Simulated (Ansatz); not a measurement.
Mulliken charges of C$_{2}$H$_{4}$BrNSi (`Br[SiH]1C=NC1`) from ωB97M-V/def2-TZVPP in Ansatz (PBE0-D4/def2-TZVP geometry).

```tsv
atom	x (Å)	y (Å)	z (Å)	charge (e)
Br1	-1.200	2.054	-1.605	-0.191
Si2	0.051	0.928	-0.156	0.348
C3	1.034	-0.564	-0.690	-0.132
N4	0.447	-1.367	0.119	-0.144
C5	-0.648	-0.578	0.743	-0.225
H6	0.777	1.947	0.647	-0.011
H7	1.865	-0.892	-1.311	0.108
H8	-0.618	-0.629	1.832	0.121
H9	-1.618	-0.946	0.404	0.125
```

**Question.** By hand: the dipole of these point charges (1 e Å = 4.8032 D).

**Answer.** Σ q r = (0.108, 0.020, 0.283) e Å, of length 0.304 e Å = 1.46 D.

**Question.** How does the dipole of the full density compare? (Best estimate.)

**Answer.** Ansatz gave: (0.064, 0.139, 0.103) e Å, 0.89 D; the point charges give 1.64 times that, at 46° from its direction.

Point charges leave out the atoms' own dipoles, such as those of lone pairs, and Mulliken's split depends on the basis, so the two needn't agree.
